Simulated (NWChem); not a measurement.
System: C2H5ClSi; SMILES [SiH3]C(Cl)=C

**Question.** Give the equilibrium geometry at PBE-D3(BJ)/def2-SVP (NWChem) as an XYZ file, with the point group.

**Answer.** point group Cs; any orientation.
```
9

C      1.8018     0.2965     0.0000
C      0.4678     0.1149     0.0000
Si    -0.4301    -1.5475     0.0000
Cl    -0.6219     1.4995     0.0000
H      2.4704    -0.5787     0.0000
H      2.2584     1.2993     0.0000
H     -1.2978    -1.6503    -1.2219
H      0.5937    -2.6488     0.0000
H     -1.2978    -1.6503     1.2219
```
